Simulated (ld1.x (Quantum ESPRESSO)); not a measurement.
Rh (Z = 45), TM: configuration errors across variants

```json
{
 "Element": "rhodium",
 "Generator": "ld1.x (Quantum ESPRESSO) 7.5",
 "Type": "norm-conserving Troullier–Martins (Kleinman–Bylander form)",
 "Functional": "LDA (PZ)",
 "Relativity": "non-relativistic",
 "Frozen core": "[Kr]",
 "Valence charge": "9",
 "Reference configuration": "4d8 5s1 5p0",
 "Partial waves": "5s (bound): rc 2.45 bohr; 4d (bound): rc 1.20 bohr; 5p (bound, empty): rc 3.55 bohr",
 "Local potential": "the p channel",
 "Core correction": "none"
}
```

All-electron excitation energies from the reference (eV): (1) 4d8 5s0 5p0 7.280; (2) 4d7 5s0 5p0 27.315; (3) 4d6 5s0 5p0 60.459; (4) 4d8 5s0.5 5p0 2.857; (5) 4d8.5 5s0.5 5p0 -0.935; (6) 4d7 5s1 5p0 11.774; (7) 4d5 5s0 5p0 108.146; (8) 4d8 5s1 5p0 spin -0.865; (9) 4d8 5s0 5p0 spin 6.713.

Spin tests fill each open shell by Hund’s rule, majority spin first.

1 further variants failed, have other tests or too few solved ones, and are left out.

Errors AE − PS in meV (a dash: test not solved or not reliable):

```tsv
change	(1)	(2)	(3)	(4)	(5)	(6)	(7)	(8)	(9)	bound ghosts
base	-3.1	-150	-742	-0.1	-31	-83	-1791	+438	+414	none
wave 4d (bound): rc 1.20 bohr becomes 4d (bound): rc 0.96 bohr	-3.2	-151	-746	-0.2	-31	-84	-1805	+435	+411	none
wave 4d (bound): rc 1.20 bohr becomes 4d (bound): rc 1.04 bohr	-3.2	-150	-744	-0.2	-31	-84	-1799	+436	+412	none
wave 4d (bound): rc 1.20 bohr becomes 4d (bound): rc 1.18 bohr	-3.1	-150	-742	-0.1	-31	-83	-1792	+437	+414	none
wave 4d (bound): rc 1.20 bohr becomes 4d (bound): rc 1.34 bohr	-3.1	-150	-741	-0.1	-31	-83	-1788	+438	+414	none
wave 4d (bound): rc 1.20 bohr becomes 4d (bound): rc 1.66 bohr	-3.0	-150	-735	-0.1	-31	-82	-1765	+438	+415	none
wave 4d (bound): rc 1.20 bohr becomes 4d (bound): rc 1.80 bohr	-2.7	-149	-728	-0.1	-30	-81	-1739	+438	+415	none
```

Give the same row for: wave 4d (bound): rc 1.20 bohr becomes 4d (bound): rc 1.46 bohr.

-3.0, -150, -740, -0.1, -31, -83, -1784, +438, +414; bound ghosts: none.
